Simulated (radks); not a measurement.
Values are calculated unless marked as measured or tabulated.
Task: Successive ionisation energies (eV) of one element, from differences of total energies of ions in their ground configurations, starting at charge 22: 747.35, 782.36, 816.87, 863.60, 899.95, 935.74, 1026.4, 1067.2, 1918.2, 2006.7, 2096.3, 2186.9, 2278.3, 2399.2, 2495.5, 2592.9, 2691.3, 2790.3, 3066.9, 3152.6, 3236.6, 3351.1. Code: a radial shooting solver on a logarithmic mesh with Libxc functionals. Model: non-relativistic Kohn-Sham, TPSS, spin-polarised, spherical densities, point nucleus; open shells are filled with parallel spins first (spin-orbit coupling, left out, can overturn this in heavy ions); meta-GGA in the generalised Kohn-Sham scheme; relativity is left out, which matters for an element this heavy. Which element is it?

Result: Cerium (Z = 58). The first species listed is Ce22+ in [Kr], the last Ce43+ in [Ne] 3s2 3p3.
